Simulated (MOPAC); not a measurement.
MOPAC input (PM6):

```
PM6 1SCF CHARGE=1 GEO-OK AUX(PRECISION=9) THREADS=1
C2H9O2Si

C    -0.67177200 1   -1.74697600 1   -0.02200700 1
Si    0.00539000 1   -0.04826900 1   -0.19694200 1
C    -1.03233000 1    1.32414800 1   -0.81849200 1
O     1.52705300 1    0.10114100 1   -0.70868300 1
O     0.14053500 1    0.43232700 1    1.62526200 1
H    -1.63350800 1   -1.74248300 1    0.49478600 1
H    -0.83894400 1   -2.16674000 1   -1.01749900 1
H     0.00804300 1   -2.42174400 1    0.50311800 1
H    -0.52513300 1    2.28660500 1   -0.72550300 1
H    -1.99148400 1    1.37301400 1   -0.30126300 1
H    -1.22894900 1    1.16691500 1   -1.88200700 1
H     2.16307600 1   -0.61539900 1   -0.79152200 1
H     0.33145300 1   -0.22505000 1    2.31338500 1
H     0.52390400 1    1.28987800 1    1.87406300 1
```

Output:

```
 *******************************************************************************
 **                                                                           **
 **                              MOPAC v23.2.5                                **
 **                                                                           **
 *******************************************************************************
 ** MOPAC's Digital Object Identifier: https://doi.org/10.5281/zenodo.6511958 **
 **                                                                           **
 ** Please cite the open-source release paper for use of this MOPAC version:  **
 ** J. E. Moussa and J. J. P. Stewart (2026)                                  **
 ** MOPAC: An open-source semiempirical molecular orbital program             **
 ** J. Open Source Softw., 11(119), 8025, https://doi.org/10.21105/joss.08025 **
 *******************************************************************************

                              PM6 CALCULATION RESULTS

 *******************************************************************************
 *  PM6        - The PM6 Hamiltonian to be used
 *  GEO-OK     - OVERRIDE INTERATOMIC DISTANCE AND OTHER SAFETY CHECKS
 *
 *
 *
 *                 CHARGE ON SYSTEM = +1
 *
 *
 *
 *  1SCF       - DO 1 SCF AND THEN STOP
 *  AUX        - OUTPUT AUXILIARY INFORMATION
 *******************************************************************************
PM6 1SCF CHARGE=1 GEO-OK AUX(PRECISION=9) THREADS=1
 C2H9O2Si

   ATOM   CHEMICAL          X               Y               Z
  NUMBER   SYMBOL      (ANGSTROMS)     (ANGSTROMS)     (ANGSTROMS)

     1       C         -0.67177200  *  -1.74697600  *  -0.02200700  *
     2      Si          0.00539000  *  -0.04826900  *  -0.19694200  *
     3       C         -1.03233000  *   1.32414800  *  -0.81849200  *
     4       O          1.52705300  *   0.10114100  *  -0.70868300  *
     5       O          0.14053500  *   0.43232700  *   1.62526200  *
     6       H         -1.63350800  *  -1.74248300  *   0.49478600  *
     7       H         -0.83894400  *  -2.16674000  *  -1.01749900  *
     8       H          0.00804300  *  -2.42174400  *   0.50311800  *
     9       H         -0.52513300  *   2.28660500  *  -0.72550300  *
    10       H         -1.99148400  *   1.37301400  *  -0.30126300  *
    11       H         -1.22894900  *   1.16691500  *  -1.88200700  *
    12       H          2.16307600  *  -0.61539900  *  -0.79152200  *
    13       H          0.33145300  *  -0.22505000  *   2.31338500  *
    14       H          0.52390400  *   1.28987800  *   1.87406300  *

          CARTESIAN COORDINATES

    NO.       ATOM           X           Y           Z

     1         C         -0.6718     -1.7470     -0.0220
     2        Si          0.0054     -0.0483     -0.1969
     3         C         -1.0323      1.3241     -0.8185
     4         O          1.5271      0.1011     -0.7087
     5         O          0.1405      0.4323      1.6253
     6         H         -1.6335     -1.7425      0.4948
     7         H         -0.8389     -2.1667     -1.0175
     8         H          0.0080     -2.4217      0.5031
     9         H         -0.5251      2.2866     -0.7255
    10         H         -1.9915      1.3730     -0.3013
    11         H         -1.2289      1.1669     -1.8820
    12         H          2.1631     -0.6154     -0.7915
    13         H          0.3315     -0.2251      2.3134
    14         H          0.5239      1.2899      1.8741

 General Reference for PM6:
 "Optimization of Parameters for Semiempirical Methods V: Modification of NDDO Approximations
 and Application to 70 Elements", J. J. P. Stewart, J. Mol. Mod., 13, 1173-1213 (2007)
 URL: https://link.springer.com/article/10.1007/s00894-007-0233-4

           Empirical Formula: C2 H9 O2 Si  =    14 atoms

      MOLECULAR POINT GROUP   :   C1

      RHF CALCULATION, NO. OF DOUBLY OCCUPIED LEVELS = 16

 -------------------------------------------------------------------------------
 PM6 1SCF CHARGE=1 GEO-OK AUX(PRECISION=9) THREADS=1
 C2H9O2Si

     1SCF WAS SPECIFIED, SO BFGS WAS NOT USED
     SCF FIELD WAS ACHIEVED

                              PM6 CALCULATION
                                                       MOPAC v23.2.5 Linux

          FINAL HEAT OF FORMATION =          1.04518 KCAL/MOL =       4.37302 KJ/MOL

          COSMO AREA              =        130.50 SQUARE ANGSTROMS
          COSMO VOLUME            =        121.11 CUBIC ANGSTROMS

          IONIZATION POTENTIAL    =         14.868329 EV
          HOMO LUMO ENERGIES (EV) =        -14.868 -4.482
          NO. OF FILLED LEVELS    =         16
          MOLECULAR WEIGHT        =         93.1774         POINT GROUP:  C1

          MOLECULAR DIMENSIONS (Angstroms)

            Atom       Atom       Distance
            H     9    H     8     4.89513
            H    10    H    12     4.05314
            H     7    H    14     3.95750

          SCF CALCULATIONS        =          1

   ATOM   CHEMICAL          X               Y               Z
  NUMBER   SYMBOL      (ANGSTROMS)     (ANGSTROMS)     (ANGSTROMS)

     1       C         -0.67177200  *  -1.74697600  *  -0.02200700  *
     2      Si          0.00539000  *  -0.04826900  *  -0.19694200  *
     3       C         -1.03233000  *   1.32414800  *  -0.81849200  *
     4       O          1.52705300  *   0.10114100  *  -0.70868300  *
     5       O          0.14053500  *   0.43232700  *   1.62526200  *
     6       H         -1.63350800  *  -1.74248300  *   0.49478600  *
     7       H         -0.83894400  *  -2.16674000  *  -1.01749900  *
     8       H          0.00804300  *  -2.42174400  *   0.50311800  *
     9       H         -0.52513300  *   2.28660500  *  -0.72550300  *
    10       H         -1.99148400  *   1.37301400  *  -0.30126300  *
    11       H         -1.22894900  *   1.16691500  *  -1.88200700  *
    12       H          2.16307600  *  -0.61539900  *  -0.79152200  *
    13       H          0.33145300  *  -0.22505000  *   2.31338500  *
    14       H          0.52390400  *   1.28987800  *   1.87406300  *

                             CARTESIAN COORDINATES

   1    C       -0.671772000    -1.746976000    -0.022007000
   2   Si        0.005390000    -0.048269000    -0.196942000
   3    C       -1.032330000     1.324148000    -0.818492000
   4    O        1.527053000     0.101141000    -0.708683000
   5    O        0.140535000     0.432327000     1.625262000
   6    H       -1.633508000    -1.742483000     0.494786000
   7    H       -0.838944000    -2.166740000    -1.017499000
   8    H        0.008043000    -2.421744000     0.503118000
   9    H       -0.525133000     2.286605000    -0.725503000
  10    H       -1.991484000     1.373014000    -0.301263000
  11    H       -1.228949000     1.166915000    -1.882007000
  12    H        2.163076000    -0.615399000    -0.791522000
  13    H        0.331453000    -0.225050000     2.313385000
  14    H        0.523904000     1.289878000     1.874063000

           Empirical Formula: C2 H9 O2 Si  =    14 atoms

      MOLECULAR POINT GROUP   :   C1

                  EIGENVALUES
 -37.23251 -34.46313 -29.45733 -29.03095 -25.58766 -23.83888 -22.87693 -19.49209
 -18.81130 -18.22332 -18.17192 -17.65897 -17.45604 -17.31789 -16.59509 -14.86833
  -4.48174  -3.49093  -3.37791  -3.11378  -2.65936  -2.42464  -1.78293  -0.68863
  -0.27368  -0.01856   0.14915   1.41629   1.70474   1.80141   2.02476   2.06223
   2.90879   3.16580

              NET ATOMIC CHARGES AND DIPOLE CONTRIBUTIONS

  ATOM NO.   TYPE          CHARGE      No. of ELECS.   s-Pop       p-Pop       d-Pop
    1          C          -0.724290        4.7243     1.07847     3.64582
    2         Si           0.871059        3.1289     0.99869     1.21194     0.91831
    3          C          -0.686476        4.6865     1.07249     3.61398
    4          O          -0.494256        6.4943     1.64475     4.84951
    5          O          -0.386695        6.3867     1.61730     4.76939
    6          H           0.216108        0.7839     0.78389
    7          H           0.223131        0.7769     0.77687
    8          H           0.200343        0.7997     0.79966
    9          H           0.208531        0.7915     0.79147
   10          H           0.208803        0.7912     0.79120
   11          H           0.221048        0.7790     0.77895
   12          H           0.376988        0.6230     0.62301
   13          H           0.380998        0.6190     0.61900
   14          H           0.384706        0.6153     0.61529
 DIPOLE           X         Y         Z       TOTAL
 POINT-CHG.     0.791    -0.285     3.784     3.876
 HYBRID         0.270    -0.310     0.315     0.518
 SUM            1.061    -0.595     4.099     4.276

          ATOMIC ORBITAL ELECTRON POPULATIONS

     Atom    s        px        py        pz      x^2-y^2     xz        z^2       yz        xy
    1  C   1.07847   1.19817   1.24305   1.20461
    2 Si   0.99869   0.36385   0.51100   0.33709   0.22658   0.18644   0.17391   0.09031   0.24107
    3  C   1.07249   1.19116   1.21511   1.20771
    4  O   1.64475   1.50629   1.58771   1.75551
    5  O   1.61730   1.84153   1.40231   1.52555
    6  H   0.78389
    7  H   0.77687
    8  H   0.79966
    9  H   0.79147
   10  H   0.79120
   11  H   0.77895
   12  H   0.62301
   13  H   0.61900
   14  H   0.61529

 **********************
 *                    *
 * JOB ENDED NORMALLY *
 *                    *
 **********************

 == MOPAC DONE ==
```

The dipole moment of an ion depends on the origin.

The geometry given is a B3LYP-D3(BJ)/def2-TZVP minimum.
